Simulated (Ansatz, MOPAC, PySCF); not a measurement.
Noncovalent pair: N2 (SMILES N#N) (first 2 atoms) with GeH4 (SMILES [GeH4]); geometry from B3LYP-D3(BJ)/def2-TZVP, rigid monomers moved along the line of their centres of mass till N1···Ge3 is 5.04 Å.
(charge 0, multiplicity 1):
```xyz
7

N     -0.4404     0.5123     0.1420
N     -0.1151     1.1897    -0.6487
Ge     0.2479    -0.7653     4.9714
H      1.4723    -0.1572     4.2714
H      0.5814    -1.0183     6.4499
H     -0.1231    -2.0925     4.2952
H     -0.9334     0.2106     4.8741
```

Interaction energies are E(AB) − E(A) − E(B) at the monomers' geometry in the complex; basis-set methods are counterpoise corrected. Rows marked so take none.

Cores are frozen in the correlated methods. Filled d and f shells under p-block atoms count as core. CBS: X⁻³ extrapolation of the correlation energy, Hartree–Fock from the larger set. Rows in 3-21G, 6-31G* carry no dispersion term and start afresh at each structure (6-31G* with six Cartesian d functions); the Pople sets are all-electron and without relativity. MP2/6-31G* freezes PySCF's default core, which leaves 3d correlated. The state reached by PM3, PM6, PM7 isn't checked; PM7 holds dispersion and hydrogen-bond terms.

Programs: Ansatz (a quantum-chemistry and plane-wave program) with Gaussian orbitals; MOPAC for PM3, PM6, PM7 (differences of heats of formation); PySCF for 3-21G rows, 6-31G* rows, the dispersion terms. Values without a source in brackets are computed.

Other levels give for the interaction energy: PBE/def2-TZVPPD -3.2; B3LYP/def2-TZVPPD 1.6; B3LYP-D3(BJ)/def2-TZVPPD -6.0; wB97M-V/def2-TZVPPD -6.8; CCSD(T)/CBS(aug-cc-pVDZ, aug-cc-pVTZ) -6.6 meV.

Common cheap choices:

| level | interaction energy (meV) | less -6.6 (CCSD(T)/CBS(aug-cc-pVDZ, aug-cc-pVTZ)) |
|---|---|---|
| PM3 | 4.1 | 10.7 |
| PM6 | -1.0 | 5.6 |
| PM7 | -3.6 | 3.0 |
| HF/3-21G (no counterpoise) | -6.4 | 0.2 |
| HF/6-31G* (no counterpoise) | -4.2 | 2.3 |
| B3LYP/3-21G (no counterpoise) | -6.9 | -0.4 |
| B3LYP/6-31G* | 0.2 | 6.7 |
| MP2/6-31G* | -4.4 | 2.2 |
